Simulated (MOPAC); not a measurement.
Input file for MOPAC: PM6 on H4O3Sn (SMILES [OH][SnH]([OH])[OH]), a point of a torsion scan.

```
PM6 1SCF PRECISE CHARGE=0 THREADS=1
H4O3Sn

O      1.73873988 1     0.42956579 1    -0.36438748 1
Sn    -0.01822210 1    -0.07659793 1     0.17921573 1
O      0.01101903 1    -1.95953045 1     0.50191276 1
O     -0.32252070 1     0.65126489 1     1.93946196 1
H      2.44138086 1    -0.10816937 1     0.00293230 1
H     -1.06638528 1     0.42983473 1    -0.98155324 1
H     -0.46808826 1    -2.22620365 1     1.28717519 1
H     -0.04199291 1     1.55603832 1     2.07050373 1
```

Program output:

```
*******************************************************************************
 **                                                                           **
 **                              MOPAC v23.2.5                                **
 **                                                                           **
 *******************************************************************************
 ** MOPAC's Digital Object Identifier: https://doi.org/10.5281/zenodo.6511958 **
 **                                                                           **
 ** Please cite the open-source release paper for use of this MOPAC version:  **
 ** J. E. Moussa and J. J. P. Stewart (2026)                                  **
 ** MOPAC: An open-source semiempirical molecular orbital program             **
 ** J. Open Source Softw., 11(119), 8025, https://doi.org/10.21105/joss.08025 **
 *******************************************************************************

                              PM6 CALCULATION RESULTS

 *******************************************************************************
 *  PM6        - The PM6 Hamiltonian to be used
 *
 *
 *
 *                 CHARGE ON SYSTEM = 0
 *
 *
 *
 *  PRECISE    - TIGHTER CRITERIA TO BE USED
 *  1SCF       - DO 1 SCF AND THEN STOP
 *  THREADS=1  - MULTI-THREADING NOT USED
 *  T=         - A TIME OF 172800.0 SECONDS REQUESTED
 *  DUMP=N     - RESTART FILE WRITTEN EVERY 7200.0 SECONDS REQUESTED
 *******************************************************************************
PM6 1SCF PRECISE CHARGE=0 THREADS=1
 H4O3Sn

   ATOM   CHEMICAL          X               Y               Z
  NUMBER   SYMBOL      (ANGSTROMS)     (ANGSTROMS)     (ANGSTROMS)

     1       O          1.73873988  *   0.42956579  *  -0.36438748  *
     2      Sn         -0.01822210  *  -0.07659793  *   0.17921573  *
     3       O          0.01101903  *  -1.95953045  *   0.50191276  *
     4       O         -0.32252070  *   0.65126489  *   1.93946196  *
     5       H          2.44138086  *  -0.10816937  *   0.00293230  *
     6       H         -1.06638528  *   0.42983473  *  -0.98155324  *
     7       H         -0.46808826  *  -2.22620365  *   1.28717519  *
     8       H         -0.04199291  *   1.55603832  *   2.07050373  *



          CARTESIAN COORDINATES

    NO.       ATOM           X           Y           Z

     1         O          1.7387      0.4296     -0.3644
     2        Sn         -0.0182     -0.0766      0.1792
     3         O          0.0110     -1.9595      0.5019
     4         O         -0.3225      0.6513      1.9395
     5         H          2.4414     -0.1082      0.0029
     6         H         -1.0664      0.4298     -0.9816
     7         H         -0.4681     -2.2262      1.2872
     8         H         -0.0420      1.5560      2.0705

 General Reference for PM6:
 "Optimization of Parameters for Semiempirical Methods V: Modification of NDDO Approximations
 and Application to 70 Elements", J. J. P. Stewart, J. Mol. Mod., 13, 1173-1213 (2007)
 URL: https://link.springer.com/article/10.1007/s00894-007-0233-4

           Empirical Formula: H4 O3 Sn  =     8 atoms



      MOLECULAR POINT GROUP   :   C1


      RHF CALCULATION, NO. OF DOUBLY OCCUPIED LEVELS = 13


 -------------------------------------------------------------------------------
 PM6 1SCF PRECISE CHARGE=0 THREADS=1
 H4O3Sn



     1SCF WAS SPECIFIED, SO BFGS WAS NOT USED
     SCF FIELD WAS ACHIEVED


                              PM6 CALCULATION
                                                       MOPAC v23.2.5 Linux




          FINAL HEAT OF FORMATION =       -124.67768 KCAL/MOL =    -521.65142 KJ/MOL


          COSMO AREA              =        110.97 SQUARE ANGSTROMS
          COSMO VOLUME            =         98.37 CUBIC ANGSTROMS

          IONIZATION POTENTIAL    =         11.455774 EV
          HOMO LUMO ENERGIES (EV) =        -11.456  0.122
          NO. OF FILLED LEVELS    =         13
          MOLECULAR WEIGHT        =        170.7198         POINT GROUP:  C1

          MOLECULAR DIMENSIONS (Angstroms)

            Atom       Atom       Distance
            H     8    H     7     3.88594
            H     5    H     6     3.68233
            O     4    O     1     2.73399


          SCF CALCULATIONS        =          1





   ATOM   CHEMICAL          X               Y               Z
  NUMBER   SYMBOL      (ANGSTROMS)     (ANGSTROMS)     (ANGSTROMS)

     1       O          1.73873988  *   0.42956579  *  -0.36438748  *
     2      Sn         -0.01822210  *  -0.07659793  *   0.17921573  *
     3       O          0.01101903  *  -1.95953045  *   0.50191276  *
     4       O         -0.32252070  *   0.65126489  *   1.93946196  *
     5       H          2.44138086  *  -0.10816937  *   0.00293230  *
     6       H         -1.06638528  *   0.42983473  *  -0.98155324  *
     7       H         -0.46808826  *  -2.22620365  *   1.28717519  *
     8       H         -0.04199291  *   1.55603832  *   2.07050373  *

                             CARTESIAN COORDINATES

   1    O        1.738739880     0.429565790    -0.364387480
   2   Sn       -0.018222100    -0.076597930     0.179215730
   3    O        0.011019030    -1.959530450     0.501912760
   4    O       -0.322520700     0.651264890     1.939461960
   5    H        2.441380860    -0.108169370     0.002932300
   6    H       -1.066385280     0.429834730    -0.981553240
   7    H       -0.468088260    -2.226203650     1.287175190
   8    H       -0.041992910     1.556038320     2.070503730


           Empirical Formula: H4 O3 Sn  =     8 atoms



      MOLECULAR POINT GROUP   :   C1


                  EIGENVALUES
 -28.43664 -28.13876 -27.99126 -18.97777 -17.50569 -17.14714 -14.70342 -13.77707
 -13.03289 -12.68100 -11.91082 -11.87021 -11.45577   0.12241   2.37266   2.43549
   3.80123   5.50329   5.60895   5.69725


              NET ATOMIC CHARGES AND DIPOLE CONTRIBUTIONS

  ATOM NO.   TYPE          CHARGE      No. of ELECS.   s-Pop       p-Pop
    1          O          -0.827732        6.8277     1.77767     5.05007
    2         Sn           1.571264        2.4287     1.01424     1.41450
    3          O          -0.824883        6.8249     1.77636     5.04853
    4          O          -0.850065        6.8501     1.77816     5.07190
    5          H           0.338628        0.6614     0.66137
    6          H          -0.085182        1.0852     1.08518
    7          H           0.339984        0.6600     0.66002
    8          H           0.337986        0.6620     0.66201
 DIPOLE           X         Y         Z       TOTAL
 POINT-CHG.    -2.202     1.358    -1.237     2.868
 HYBRID         0.761    -0.252     1.027     1.303
 SUM           -1.442     1.106    -0.210     1.829


          ATOMIC ORBITAL ELECTRON POPULATIONS

     Atom    s        px        py        pz
    1  O   1.77767   1.46952   1.74571   1.83484
    2 Sn   1.01424   0.49390   0.42421   0.49639
    3  O   1.77636   1.83595   1.60314   1.60944
    4  O   1.77816   1.90271   1.48301   1.68618
    5  H   0.66137
    6  H   1.08518
    7  H   0.66002
    8  H   0.66201

 **********************
 *                    *
 * JOB ENDED NORMALLY *
 *                    *
 **********************




 == MOPAC DONE ==
```

The run finished.

Cost: very roughly 0.020 core-seconds.
